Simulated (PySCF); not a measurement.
C3H7F3O2Si2.
Z-matrix (Å and degrees, GFN2-xTB geometry), rows numbered from 1:
```
O 
Si  1  1.6098
O   2  1.6279  1  107.69
C   2  1.9056  1  111.93  3   120.56
C   4  1.5549  2  118.37  1    20.02
Si  5  1.8722  4   65.81  2  -120.16
C   6  1.9400  4  116.79  5  -101.91
F   7  1.3497  6  112.58  4   -86.75
F   7  1.3501  6  111.83  4   154.57
F   7  1.3489  6  114.25  4    34.17
H   1  0.9548  2  121.53  3   -41.62
H   2  1.4548  1  103.55  3  -120.31
H   3  0.9513  2  122.30  1   176.40
H   4  1.0848  2  112.64  1   153.55
H   5  1.0802  4  116.08  6  -112.94
H   5  1.0818  4  115.15  6   113.80
H   6  1.4500  4  129.07  5   110.63
```

NICS is the negative of the GIAO shielding at a point without a nucleus: at the ring centre (0) and 1 Å above and below it (1); zz is the component along the ring normal. Level: GIAO PBE0/pcSseg-1 (PySCF, non-relativistic, gas phase) on the GFN2-xTB geometry, one conformer.

Ring bond lengths (Å), with Mayer bond orders in brackets: C4–C5 1.555 (0.87), C5–Si6 1.872 (0.98), Si6–C4 1.881 (0.96).

Question: Give the NICS values of each ring in ppm.

Answer: 
```
     ring                                              type  NICS(0)  NICS(1), two faces  NICS(1)zz, two faces  rms pucker (Å)  centre to ring atoms, mean (Å)
C4–C5–Si6  3-membered ring with Si; formal bonds all single    -26.6         -7.6 / -8.0         -15.0 / -17.0            0.00                            1.02
```

Question: What do they say, and how far can they be read as aromaticity?

Answer: 
- C4–C5–Si6: mean NICS(1)zz -16.0 ppm, shielded. C4, C5, Si6 have four or more neighbours, and the NICS criterion for π rings isn't applied. NICS(0) lies 19 ppm below the mean NICS(1).

Question: What are the shieldings of the ring atoms and their hydrogens in the same run (means over atoms taken as equivalent)?

Answer: 
```tsv
atoms	environment	σ isotropic (ppm)	principal values of the symmetric part, first atom (ppm)
C4	sp3 carbon bound to silicon	183.4	159.9, 178.4, 211.9
C5	sp3 carbon bound to silicon	186.6	165.7, 185.6, 208.4
Si6	SiH silicon	463.7	332.0, 375.3, 683.8
H14	methine hydrogen	31.56	25.8, 28.1, 40.8
H15	methylene hydrogen	30.72	24.7, 26.4, 41.1
H16	methylene hydrogen	30.30	25.0, 28.6, 37.3
H17	Si–H hydrogen	28.08	22.6, 25.7, 35.9
```
